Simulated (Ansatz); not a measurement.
`CN(C)[Si]Cl` + HCl → `Cl[Si]Cl` + `CNC`  (ligand exchange at the Si–N bond)

Program: Ansatz. Geometries: PBE0-D4/def2-TZVP. ΔE: electronic, gas phase. CCSD(T)/CBS adds triple-zeta CCSD(T) − MP2 to the extrapolated MP2 energy (def2 sets, frozen cores). This one scheme is used for every species. DFT in def2-TZVPP. HSE06 is defined as in plane-wave codes. One conformer a species, not always the lowest.

```json
{"level": "HSE06-D4", "ΔE (kcal/mol)": "-1.7", "difference from CCSD(T)/CBS": "-1.3"}
{"level": "PBE-QIDH", "ΔE (kcal/mol)": "-0.9", "difference from CCSD(T)/CBS": "-0.5"}
{"level": "revPBE", "ΔE (kcal/mol)": "-4.9", "difference from CCSD(T)/CBS": "-4.5"}
{"level": "CCSD/def2-SVP", "ΔE (kcal/mol)": "0.6", "difference from CCSD(T)/CBS": "1.0"}
{"level": "CCSD(T)/def2-SVP", "ΔE (kcal/mol)": "1.3", "difference from CCSD(T)/CBS": "1.7"}
{"level": "HF/def2-TZVPP", "ΔE (kcal/mol)": "-5.1", "difference from CCSD(T)/CBS": "-4.7"}
{"level": "MP2/def2-TZVPP", "ΔE (kcal/mol)": "1.3", "difference from CCSD(T)/CBS": "1.7"}
{"level": "CCSD/def2-TZVPP", "ΔE (kcal/mol)": "-0.2", "difference from CCSD(T)/CBS": "0.2"}
{"level": "CCSD(T)/def2-TZVPP", "ΔE (kcal/mol)": "0.6", "difference from CCSD(T)/CBS": "1.0"}
{"level": "HF/CBS(def2)", "ΔE (kcal/mol)": "-5.1", "difference from CCSD(T)/CBS": "-4.7"}
{"level": "CCSD(T)/CBS", "ΔE (kcal/mol)": "-0.4", "difference from CCSD(T)/CBS": "0"}
```

Largest T1 diagnostic among the species: 0.013.

The D4 term adds +2.5 kcal/mol with B3LYP and +1.4 kcal/mol with PBE0; it sums over pairs of atoms, weighted by their polarisabilities, and B3LYP, whose exchange is more repulsive, gets the larger term. From BLYP to BHLYP (50 % exact exchange), in def2-TZVPP and without D4, ΔE moves by +0.8 kcal/mol.

B3LYP here is the variant with VWN-RPA as its local correlation; programs differ in this.
